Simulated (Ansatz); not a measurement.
Input and output for C2H6NSbZn (`[NH2][Zn][CH]1[CH2][SbH]1`).

```yaml
crystal:
  periodic: [false, false, false]
  atoms:
    - {symbol: N, position_ang: [-1.651014, 2.092746, 1.055351]}
    - {symbol: Zn, position_ang: [-0.952114, 0.796212, 0.086052]}
    - {symbol: C, position_ang: [0.377105, -0.454317, -0.953409]}
    - {symbol: C, position_ang: [1.622028, -0.880822, -0.661342]}
    - {symbol: Sb, position_ang: [0.165099, -2.331063, 0.087652]}
    - {symbol: H, position_ang: [-1.859145, 2.748115, 0.761402]}
    - {symbol: H, position_ang: [-2.363067, 1.658316, 1.736117]}
    - {symbol: H, position_ang: [-0.065172, -0.641142, -2.015761]}
    - {symbol: H, position_ang: [2.072088, -1.354105, -1.533361]}
    - {symbol: H, position_ang: [2.188813, -0.563376, -0.020671]}
    - {symbol: H, position_ang: [0.052542, -1.289273, 1.510997]}
basis:
  gaussian: {orbitals: def2-mTZVP, point_charges: [{charge: 0.50, position_ang: [6.765, 0.373, -0.951]}]}
hamiltonian: {xc: {name: SPW92}}
output: {forces: true}
```

```sh
$ ansatz run in.yaml --threads 2 --pin off --events-out ev --progress --plain --max-ram 32768MiB --backend cpu
```

Shortened log:

```
Functional definition: SPW92
1520 factors; their error is unknown
mean field evaluation 1: about -58446.6063 eV, gradient 1.5e2 eV
mean field evaluation 2: about -58157.4417 eV, gradient 3.1e2 eV
mean field evaluation 4: about -58480.2198 eV, gradient 6.5e1 eV
mean field evaluation 8: about -58493.7651 eV, gradient 1.3e0 eV
mean field evaluation 16: about -58493.7197 eV, gradient 1.4e-2 eV
mean field -58493.71971886 eV, -2149.6045512010 hartree, gradient 1.9e-5 eV, S^2 0.000000; 0 other end points of the search recorded, 0 dependent functions left out
reference -58493.71976219 eV, -2149.6045527931 hartree; 39, 39 occupied and 105, 105 virtual orbitals, 1520 factors
Total energy: -58493.71976219 eV, -2149.6045527931 hartree
Atom 0 at    -1.651014     2.092746     1.055351 Å, force     6.769086   -27.571464    13.499425 eV/Å
Atom 1 at    -0.952114     0.796212     0.086052 Å, force     2.468791    -1.465497    -1.464192 eV/Å
Atom 2 at     0.377105    -0.454317    -0.953409 Å, force    -6.420445     3.375744    -2.122096 eV/Å
Atom 3 at     1.622028    -0.880822    -0.661342 Å, force    -3.069929    -4.874431    -6.994529 eV/Å
Atom 4 at     0.165099    -2.331063     0.087652 Å, force    -0.325760    -0.775380     1.211111 eV/Å
Atom 5 at    -1.859145     2.748115     0.761402 Å, force    -8.648329    26.564695   -11.785193 eV/Å
Atom 6 at    -2.363067     1.658316     1.736117 Å, force     1.180799     1.290092    -1.146044 eV/Å
Atom 7 at    -0.065172    -0.641142    -2.015761 Å, force     1.011023     0.369890     1.505567 eV/Å
Atom 8 at     2.072088    -1.354105    -1.533361 Å, force     0.762385    -0.244263    -0.012764 eV/Å
Atom 9 at     2.188813    -0.563376    -0.020671 Å, force     6.276624     3.801910     7.278824 eV/Å
Atom 10 at     0.052542    -1.289273     1.510997 Å, force     0.000389    -0.471215     0.026260 eV/Å
Dipole moment:    -0.361184     0.008420    -0.175713 e Å
```

Hardware: 2 threads of an AMD EPYC 7R13 on a shared host. Wall time 2.1 s, peak host memory 0.23 GiB.
